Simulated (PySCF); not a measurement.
**Static response to an electric field**

Compound: C5H3F3O.
Numbering: `[O:1]=[C:2]([CH:3]1[CH:4]=[CH:5]1)[C:6]([F:7])([F:8])[F:9]` (hydrogens: H10 on C3; H11 on C4; H12 on C5)

Geometry (GFN2-xTB, Å), atoms numbered from 1 in this order:
```xyz
12
C5H3F3O angstrom
O      0.957   -1.485   -0.480
C      0.633   -0.406   -0.062
C     -0.709    0.172   -0.060
C     -1.671   -0.273   -1.157
C     -1.891   -0.790    0.000
C      1.694    0.549    0.565
F      1.750    1.712   -0.109
F      2.918    0.034    0.576
F      1.372    0.860    1.833
H     -0.802    1.165    0.366
H     -1.851   -0.125   -2.191
H     -2.398   -1.413    0.691
```

Level: PBE0/def2-SVPD (PySCF), static field, nuclei fixed, core orbitals frozen in the response. The polarisability tensor in these axes (au):

```
x   68.94  3.08  4.26
y    3.08 56.00  1.56
z    4.26  1.56 55.29
```

Question: Diagonalise the tensor; give its mean and Δα, where Δα² is half the sum of the squared differences of the eigenvalues.

Answer: Principal values 53.78, 55.52 and 70.94 au; mean 60.08 au = 8.90 Å³ = 9.91 × 10⁻⁴⁰ C²·m²/J; Δα = 16.36 au (27 % of the mean).

Question: What is the dipole moment, and where does it point?

Answer: (-3.69, 0.68, -0.40) D, 3.77 D in size, pointing from the negative to the positive side. Measured along this direction, the outermost atoms are F8 at the negative end and H11 and H12 at the positive end.

Question: What depolarisation ratio follows for Rayleigh scattering of linearly polarised light, taking the static tensor?

Answer: ρ = 3Δα²/(45ᾱ² + 4Δα²) = 802.6/(162417 + 1070.1) = 0.00491.

Question: Find the Langevin capture rate constant for NO+ (29.998 u) meeting this molecule (136.014 u), k = 2.342 × 10⁻⁹ cm³/s × √(α in Å³ / reduced mass in u).

Answer: The reduced mass is 24.58 u, so k = 1.41 × 10⁻⁹ cm³/s. The formula leaves out the permanent dipole, which adds to the capture rate.

Question: What molar refraction does this α imply?

Answer: Lorentz–Lorenz: R = (4π/3)N_A α = 2.5225 cm³/(mol·Å³) × 8.90 Å³ = 22.5 cm³/mol, in the limit of long wavelengths.

Question: Directions of the eigenvectors, and the extent of the frame along each?

Answer: Largest value along (0.93, 0.22, 0.28), where the nuclei span 5.26 Å; middle along (-0.31, 0.89, 0.33), 3.19 Å; least along (-0.17, -0.39, 0.90), 3.20 Å. 

One conformer (not necessarily the lowest) at the GFN2-xTB geometry, without solvent, vibrations or thermal averaging.

The run behind these numbers computed excited states as well. Time: 38 s (grids of density and orbitals included); peak memory 0.87 GiB. Hardware: one thread, Arm Neoverse V1 (aarch64), no GPU, shared host.
